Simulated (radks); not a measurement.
The numbers below are computed, except where a source is named.
Numerical settings for neutral tantalum, [Xe] 4f14 5d3 6s2. Level of theory: scalar-relativistic Kohn-Sham, LDA (Slater exchange, Perdew-Wang correlation), spin-unpolarised, spherical densities, finite nucleus; Fermi nuclear charge, rms radius 5.3507 fm (a radial shooting solver on a logarithmic mesh with Libxc functionals). The defaults (mesh step 0.008 in ln r, mesh end at 40 bohr or more with all orbitals vanishing there, Anderson mixing 0.5 over 9 steps, residual threshold near 1e-9 with the energy settled to 1e-9 hartree or 1e-11 of itself, here a cap of 55 iterations) give E = -15593.0783 hartree and 5d at -3.784 eV in 15 iterations. Run on one thread of a shared host, so times are rough (Arm Neoverse V1): 0.16 s of CPU time, 0.16 s wall, 15 iterations on 2440 mesh points. Changes against that run (0 stands for a change within the tolerance of the run):

setting                    iterations  converged  E (mhartree)  e(5d) (meV)  CPU (s)
mesh step in ln r 0.05             15        yes        +0.193     -0.00802     0.04
mesh step in ln r 0.003            15        yes             0            0     0.41
mesh step in ln r 0.08              4         no      diverged            -     0.02
mesh end (bohr) 400                15        yes             0            0     0.16
mesh end (bohr) 12                 15        yes       +0.0483        +5.25     0.15
residual threshold 1e-05           12        yes             0      -0.0731     0.14
residual threshold 0.1             10        yes             0        +2.21     0.13
mixing 2.5                         18        yes             0            0      0.2
linear mixing, mixing 1            55         no     +3.33e+05    -1.02e+06      1.8
linear mixing, mixing 0.2          55         no             0     -0.00958     0.45
mixing history 20                  22        yes             0            0     0.21
iteration cap 3                     3         no         -17.3         +404     0.05

No run marked as converged misses the energy by more than 1 mhartree. A mesh that ends early acts as a hard wall.
